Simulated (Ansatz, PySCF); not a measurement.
Spin states of CrO3 (SMILES [O]=[Cr](=[O])=[O]), each relaxed with B3LYP-D3(BJ)/def2-TZVP.
State 1 (charge 0, multiplicity 1):
```xyz
4

Cr     0.132    -0.100    -0.187
O     -1.109    -1.067    -0.087
O     -0.148     1.296    -0.864
O      1.067    -0.062     1.082
```
State 2 (charge 0, multiplicity 3):
```xyz
4

Cr     0.1160    -0.1252    -0.1359
O     -1.1098    -1.1122    -0.0788
O     -0.1563     1.3999    -0.9409
O      1.0922    -0.0955     1.0995
```

```csv
level,energy of the multiplicity-3 state less that of the multiplicity-1 state (eV),cost
SVWN5/def2-TZVPP,1.678,×0.6
PBE/def2-TZVPP,1.346,×1
PBE-D3(BJ)/def2-TZVPP,1.347,×1
PBE-D4/def2-TZVPP,1.348,×1
BLYP/def2-TZVPP,1.202,×1
BLYP-D3(BJ)/def2-TZVPP,1.205,×1
BLYP-D4/def2-TZVPP,1.208,×1
r2SCAN/def2-TZVPP,1.119,×1
r2SCAN-D3(BJ)/def2-TZVPP,1.119,×1
r2SCAN-D4/def2-TZVPP,1.119,×1
B97M-V/def2-TZVPP,0.996,×2
r2SCANh/def2-TZVPP,0.902,×2
B3LYP/def2-TZVPP,0.865,×1
B3LYP-D3(BJ)/def2-TZVPP,0.867,×1
B3LYP-D4/def2-TZVPP,0.868,×1
PBE0/def2-TZVPP,0.815,×1
PBE0-D3(BJ)/def2-TZVPP,0.816,×1
PBE0-D4/def2-TZVPP,0.816,×1
BHLYP/def2-TZVPP,-0.116,×1
BHLYP-D3(BJ)/def2-TZVPP,-0.115,×1
BHLYP-D4/def2-TZVPP,-0.114,×1
CAM-B3LYP/def2-TZVPP,0.719,×2
CAM-B3LYP-D3(BJ)/def2-TZVPP,0.719,×2
CAM-B3LYP-D4/def2-TZVPP,0.720,×2
wB97X-V/def2-TZVPP,0.821,×3
wB97M-V/def2-TZVPP,0.819,×4
```

The rows run from -0.116 (BHLYP/def2-TZVPP) to 1.678 eV (SVWN5/def2-TZVPP). The dispersion term adds 0.001 in PBE-D3(BJ), 0.002 in PBE-D4, 0.002 in BLYP-D3(BJ). The 12 functionals in def2-TZVPP without D3 or D4 span 1.794, from BHLYP to SVWN5.

Singlets are restricted, other states unrestricted; no spin–orbit coupling, no relativity up to Kr; see below for the cores. The largest T1 diagnostic is 0.123.

Doubts at one or more of the structures used: a spin-contaminated determinant (BHLYP/def2-TZVPP, BHLYP-D3(BJ)/def2-TZVPP, BHLYP-D4/def2-TZVPP).

Codes used: Ansatz (Gaussian basis) for Hartree–Fock, density functionals and correlated methods; PySCF for the dispersion terms. Each number belongs to the level named beside it.

Costs are rough ratios of core time to PBE/def2-TZVPP (about 20 s over the structures, on one shared machine); a dash marks a level with no comparable run of its own.

Ansatz is a first-principles code.
